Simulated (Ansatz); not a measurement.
# Relaxing a trial structure of H2OSn

The starting geometry of this gas-phase triplet was optimised with GFN2-xTB; its bonds are those of `[OH][SnH]`.

```xyz
4

O    -2.0021    0.4504   -2.4451
Sn   -3.4874   -0.9132   -3.0434
H    -1.9261    0.7156   -1.5304
H    -2.5252   -2.6521   -3.3305
```

Q: Predict what it relaxes into with B3LYP-D3(BJ)/def2-SVP.

A: It keeps its bonds, and is `[OH][SnH]`. Distances that change by over a tenth: Sn2–H4 (2.01 → 1.77 Å).

The energy falls by 0.25 eV over 6 steps:

```csv
step,E − E(last) (eV)
1,0.255
2,0.058
3,0.001
4,0.000
5,0.000
6,0.000
```

Final geometry (Å):

```xyz
4

O    -1.9950    0.4737   -2.5056
Sn   -3.3480   -0.9580   -2.9975
H    -2.0008    0.6204   -1.5469
H    -2.5971   -2.5355   -3.2993
```

Frequencies at the end are all real (lowest 369 cm⁻¹). Open shells are spin-unrestricted. The triplet needn't be the ground state. Atoms past krypton carry core potentials, without spin–orbit terms. Run with Ansatz 0.2.0, 41 s on 1 thread of AMD EPYC (Zen 3), with other jobs on the host.
